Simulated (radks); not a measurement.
Problem. Xe2+, configuration [Kr] 4d10 5s1.5 5p4 5d0.5 (fractional occupations, a model configuration). Calculated with a radial shooting solver on a logarithmic mesh with Libxc functionals: Dirac Kohn-Sham, PW91, spin-unpolarised, spherical densities, point nucleus; open shells are shared between the two j in proportion to 2j + 1. Some entries of the table are withheld. Estimate them.

orbital     occ.  eigenvalue (eV)  r(max) (bohr)  <1/r> (bohr^-1)
1s1/2          2        -34375.24        0.01715              (1)
2s1/2          2              (2)        0.09710            13.59
2p1/2          2              (3)        0.07437            13.57
2p3/2          4              (4)        0.07926            12.47
3s1/2          2        -1116.893         0.2791            4.859
3p1/2          2        -982.6120         0.2656            4.770
3p3/2          4        -920.9293         0.2764            4.499
3d3/2          4        -684.5701         0.2241            4.355
3d5/2          6        -671.5339         0.2272            4.286
4s1/2          2        -220.8302         0.6613            1.969
4p1/2          2              (5)         0.6769            1.860
4p3/2          4              (6)         0.7011            1.772
4d3/2          4         -83.9581         0.7430            1.532
4d5/2          6         -81.9583         0.7513            1.510
5s1/2        1.5         -40.8000          1.591           0.7421
5p1/2    1.33333         -29.0253            (7)           0.6463
5p3/2    2.66667         -27.4249            (8)           0.6190
5d3/2        0.2         -12.5974          2.533              (9)
5d5/2        0.3         -12.4525          2.562             (10)

Solution. 
(1) 1s1/2 <1/r> (bohr^-1): 58.12
(2) 2s1/2 eigenvalue (eV): -5368.116
(3) 2p1/2 eigenvalue (eV): -5045.078
(4) 2p3/2 eigenvalue (eV): -4720.306
(5) 4p1/2 eigenvalue (eV): -173.2733
(6) 4p3/2 eigenvalue (eV): -160.9403
(7) 5p1/2 r(max) (bohr): 1.772
(8) 5p3/2 r(max) (bohr): 1.841
(9) 5d3/2 <1/r> (bohr^-1): 0.4193
(10) 5d5/2 <1/r> (bohr^-1): 0.4144
